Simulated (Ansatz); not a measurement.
System: CH$_{3}$F$_{2}$Si (charge 0, doublet). It need not be the lowest isomer of its formula. SMILES: F[Si](F)C
Geometry: optimised at B3LYP-D3(BJ)/def2-TZVP (Ansatz, a first-principles code).

Quantity: atomisation energy (electronic, to ground-state atoms), in eV. Cores are frozen in the correlated levels unless marked. UHF or UKS for open shells. Spin-orbit coupling is left out. No relativistic terms. The coupled-cluster limit lacks core correlation, which all-electron functionals hold. CBS(X,Y): correlation extrapolated as X^-3; Hartree-Fock from the larger set. [CCSD(T)-MP2]/basis is that difference in the basis named.

| level | program | atomisation energy (eV) |
|---|---|---|
| HF/STO-3G | Ansatz | 21.78 |

Question: What does RI-MP2/CBS(aug-cc-pV(T+d)Z,aug-cc-pV(Q+d)Z)+[CCSD(T)-MP2]/aug-cc-pV(T+d)Z (Ansatz) give?

Answer: 28.32 eV
